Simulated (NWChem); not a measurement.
KI anion, doublet; SMILES of the neutral closed-shell parent [K][I]

```xyz
2

K      0.0000     0.0000    -2.4093
I      0.0000     0.0000     0.9175
```
Atoms are numbered in this order, from 1.

Level: B3LYP/def2-SVPD with def2 effective core potentials on I, spin-unrestricted (NWChem), optimised geometry, unscaled harmonic frequencies. The spin multiplicity was typed, not searched, and may not be the lowest. The highest occupied level is positive, so the extra electron may be held by the finite basis. B3LYP is NWChem's, with the RPA form of VWN correlation. def2 effective core potentials on I; no spin-orbit coupling.

| frequency (cm⁻¹) | IR intensity (km/mol) |
|---|---|
| 121 | 12.4 |

```
Quantity                                                                          Result
-----------------------------------------------------------------------  ---------------
zero-point energy                                                           0.2 kcal/mol
thermal correction to the enthalpy at 298.15 K (with zero-point energy)     2.7 kcal/mol
heat capacity Cv                                                         6.9 cal/(mol K)
```

Rigid rotor and harmonic oscillator.
